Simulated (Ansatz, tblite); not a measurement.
Cost and result up the ladder for the cluster Ag₂Au (the lowest doublet isomer of a short search) (3 atoms). Charge 0, multiplicity 2. Geometry: r2SCAN-D4/def2-TZVP.

```xyz
3

Au    1.490    0.272   -0.416
Ag   -0.334   -0.818    1.236
Ag   -1.156    0.545   -0.820
```

Ansatz on 4 threads of Arm Neoverse V1 on a shared host; xTB runs through tblite on one thread. Times are rough, summed over both states, and most runs start from the orbitals of an earlier one. CCSD(T)/def2-TZVP serves as the yardstick here, not as an exact answer. The other state is a singlet.

In the def2 sets Ag, Au take a core potential; there is no spin–orbit coupling. The xTB rows come from tblite. Correlated methods freeze no core orbitals; core or outer-core shells of Au, Ag are correlated, in sets that lack core-valence functions. The structure comes from a short search, and lower isomers may exist.

Correlated methods converge slowly with the basis.

Raw xTB energies of ions are shifted by several eV, and xTB has no spin-polarisation term.

```tsv
level	functions	vertical IE (eV)	difference from CCSD(T)/def2-TZVP (eV)
PBE-D4/def2-TZVP (with forces)	120	6.52	0.56
GFN2-xTB	27	10.81	4.85
GFN1-xTB	27	12.02	6.05
r2SCAN-D4/def2-TZVP	120	6.44	0.48
CCSD(T)/def2-TZVP	120	5.96	0.00
```

Q: Estimate how long each takes.

A: GFN2-xTB 0.005 s; GFN1-xTB 0.006 s; PBE-D4/def2-TZVP (with forces) 3.9 s; r2SCAN-D4/def2-TZVP 8.4 s; CCSD(T)/def2-TZVP 86 s. On shared hardware such times vary by a factor of up to 3.
